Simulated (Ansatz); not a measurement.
Two isomers of C2H6F2Si: A = `C[SiH2]C(F)F`, B = `CC(F)(F)[SiH3]`.

Computed with Ansatz on PBE0-D4/def2-TZVP structures; ΔE is electronic, products minus reactants. CCSD(T)/CBS is the MP2 limit (def2-TZVPP, def2-QZVPP) plus CCSD(T) − MP2 in def2-TZVPP, frozen cores. DFT in def2-TZVPP. B3LYP here is the variant with VWN-RPA as its local correlation; programs differ in this. Each species was taken in one conformer, which may not be the lowest.

A:

```xyz
11

C    -1.0669    1.1011   -0.4726
Si   -0.1910   -0.0023    0.7488
C     1.1957   -0.9691   -0.1630
F     0.6582   -1.6917   -1.1955
F     1.8020   -1.8565    0.6800
H    -1.8777    1.6483    0.0133
H    -1.4938    0.5077   -1.2840
H    -0.3804    1.8319   -0.9065
H     0.4684    0.7827    1.8255
H    -1.1016   -1.0108    1.3465
H     1.9870   -0.3413   -0.5925
```

B:

```xyz
11

C    -1.418    0.235   -0.107
C     0.034    0.579   -0.277
F     0.285    1.767    0.369
F     0.277    0.818   -1.610
Si    1.309   -0.724    0.342
H    -1.655   -0.680   -0.653
H    -2.028    1.053   -0.497
H    -1.649    0.088    0.949
H     1.081   -1.991   -0.397
H     2.674   -0.205    0.088
H     1.090   -0.940    1.794
```

Question: Which isomer does CCSD(T)/CBS put lower? Give the gap. (Best estimate.)

Answer: Ansatz gave: A, by 3.9 kcal/mol.

Question: Give E(B) − E(A) in kcal/mol with B3LYP, B3LYP-D4, CCSD(T)/def2-TZVPP, CCSD/def2-TZVPP, B2PLYP, ωB97M-V, r2SCAN-D4. (Best estimate.)

Answer: Computed: B3LYP 4.6, B3LYP-D4 4.2, CCSD(T)/def2-TZVPP 3.9, CCSD/def2-TZVPP 4.0, B2PLYP 4.4, ωB97M-V 4.1, r2SCAN-D4 4.0. None reverses the order clearly.

Largest T1 diagnostic: 0.012.
